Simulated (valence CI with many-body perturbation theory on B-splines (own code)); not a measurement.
La LIII: E2, E3, M1, M2 decay

Method: valence CI with perturbative core correlation (CI+MBPT): three valence electrons over a frozen Dirac-Fock core [He], radial functions for each j: 11 s, 11 p, 10 d, 8 f, 5 g, 2 h, with the one-electron correlation potential Σ1 (screened to all orders), the two-electron term Σ2, the three-electron term Σ3, Breit, model QED; selected single and double excitations, second order for the rest, scaled by the run's own slope (own B-spline code, finite nucleus).

The last digits are not significant, and no measured levels were compared; by estimate large intervals hold to a few tenths of a per cent, small ones and those within an open d or f shell to about a per cent.

Lines 1 to 35 of 35 in falling wavelength, among levels below 68359 × 10³ cm⁻¹, chosen from the decays that carry over 1 % of a level's rate. Wavelengths and rates use the calculated energies. Electric multipoles are in the length gauge, E1 and E2 with the static RPA response of the core. S is in atomic units (e²a₀⁴ for E2 and M2, e²a₀⁶ for E3), for M1 in squared Bohr magnetons. Weak lines are less certain than strong ones. Lines between different terms over intervals too small for the method are left out, as are lines whose strength nearly cancels. The highest levels of a list are the least certain.

Levels are named by their leading jj configuration (3d3/2^4 stands for four electrons in 3d with j = 3/2), which in mixed levels can hold well under half, so a name can repeat and another be missing. Letters in brackets count levels of one name in rising energy.

```csv
λ vac (nm),Upper,Lower,Type,A (s⁻¹),S (a.u.)
3.093,(2s 2p1/2 2p3/2) J=3/2 [a],(2s 2p1/2^2) J=1/2,M1,4.25e+08,1.86e+00
2.945,(2s 2p3/2 3d5/2) J=9/2,(2s 2p1/2 3d5/2) J=7/2,M1,4.14e+08,3.92e+00
2.728,(2s^2 2p3/2) J=3/2,(2s^2 2p1/2) J=1/2,M1,4.31e+08,1.30e+00
0.2272,(2s^2 3p1/2) J=1/2,(2s^2 2p3/2) J=3/2,E2,6.16e+11,6.66e-05
0.2262,(2s 2p3/2 3p3/2) J=7/2,(2s 2p3/2^2) J=3/2,E2,1.55e+10,6.58e-06
0.2230,(2s 2p3/2 3p3/2) J=7/2,(2s 2p3/2^2) J=5/2,E2,1.98e+11,7.78e-05
0.2225,(2s 2p3/2 3p3/2) J=1/2 [b],(2s 2p3/2^2) J=3/2,E2,3.44e+11,3.36e-05
0.2223,(2s 2p1/2 3p3/2) J=5/2,(2s 2p1/2 2p3/2) J=5/2,E2,1.69e+11,4.93e-05
0.2217,(2s^2 3p3/2) J=3/2,(2s^2 2p3/2) J=3/2,E2,2.97e+11,5.67e-05
0.2199,(2s 2p3/2 3d5/2) J=9/2,(2s 2p3/2^2) J=5/2,M2,9.97e+09,4.58e-06
0.2199,(2s 2p3/2 3d5/2) J=9/2,(2s 2p3/2^2) J=5/2,E3,5.41e+08,4.28e-06
0.2194,(2s 2p3/2 3p3/2) J=1/2 [b],(2s 2p3/2^2) J=5/2,E2,1.26e+11,1.15e-05
0.2067,(2s 2p3/2 3p3/2) J=7/2,(2s 2p1/2 2p3/2) J=5/2,E2,1.67e+11,4.50e-05
0.2063,(2s 2p1/2 3p3/2) J=5/2,(2s 2p1/2^2) J=1/2,E2,3.35e+11,6.70e-05
0.2055,(2s 2p3/2 3p3/2) J=7/2,(2s 2p1/2 2p3/2) J=3/2 [a],E2,2.49e+11,6.52e-05
0.2054,(2s 2p3/2 3p3/2) J=1/2 [b],(2s 2p1/2 2p3/2) J=3/2 [b],E2,3.55e+11,2.31e-05
0.2050,(2s^2 3p3/2) J=3/2,(2s^2 2p1/2) J=1/2,E2,3.51e+11,4.55e-05
0.2040,(2s 2p3/2 3d5/2) J=9/2,(2s 2p1/2 2p3/2) J=5/2,M2,2.60e+09,8.20e-07
0.2040,(2s 2p3/2 3d5/2) J=9/2,(2s 2p1/2 2p3/2) J=5/2,E3,5.05e+08,2.36e-06
0.2029,(2s 2p3/2 3d5/2) J=9/2,(2s 2p1/2 2p3/2) J=3/2 [a],E3,9.33e+08,4.20e-06
0.2001,(2p1/2 2p3/2 3d3/2) J=7/2,(2s 2p1/2 2p3/2) J=3/2 [b],E2,6.11e+11,1.40e-04
0.1994,(2p3/2^2 3d5/2) J=7/2,(2s 2p3/2^2) J=3/2,E2,7.40e+11,1.66e-04
0.1987,(2p1/2^2 3d3/2) J=3/2,(2s 2p1/2^2) J=1/2,E2,1.69e+12,1.87e-04
0.1984,(2p1/2 2p3/2 3d3/2) J=7/2,(2s 2p1/2 2p3/2) J=5/2,E2,8.65e+11,1.90e-04
0.1977,(2p1/2 2p3/2 3d3/2) J=5/2 [a],(2s 2p1/2 2p3/2) J=3/2 [a],E2,8.20e+11,1.33e-04
0.1977,(2p1/2 2p3/2 3d3/2) J=1/2 [a],(2s 2p1/2 2p3/2) J=3/2 [a],E2,1.55e+12,8.35e-05
0.1973,(2p1/2 2p3/2 3d3/2) J=7/2,(2s 2p1/2 2p3/2) J=3/2 [a],E2,2.31e+11,4.93e-05
0.1972,(2p1/2 2p3/2 3d5/2) J=9/2,(2s 2p1/2 2p3/2) J=5/2,E2,1.77e+12,4.71e-04
0.1968,(2p3/2^2 3d5/2) J=7/2,(2s 2p3/2^2) J=5/2,E2,9.89e+11,2.09e-04
0.1968,(2p3/2^2 3d5/2) J=9/2,(2s 2p3/2^2) J=5/2,E2,1.78e+12,4.71e-04
0.1967,(2p1/2 2p3/2 3d5/2) J=7/2 [a],(2s 2p1/2 2p3/2) J=3/2 [a],E2,1.52e+12,3.19e-04
0.1653,(2p1/2^2 4f7/2) J=7/2,(2p1/2^2 2p3/2) J=3/2,E2,1.34e+12,1.18e-04
0.1642,(2s 2p1/2 4f7/2) J=9/2,(2s 2p1/2 2p3/2) J=5/2,E2,1.31e+12,1.40e-04
0.1638,(2s^2 4f7/2) J=7/2,(2s^2 2p3/2) J=3/2,E2,1.33e+12,1.12e-04
0.1554,(2s 2p1/2 4f5/2) J=3/2,(2s 2p1/2^2) J=1/2,E2,1.34e+12,4.34e-05
```
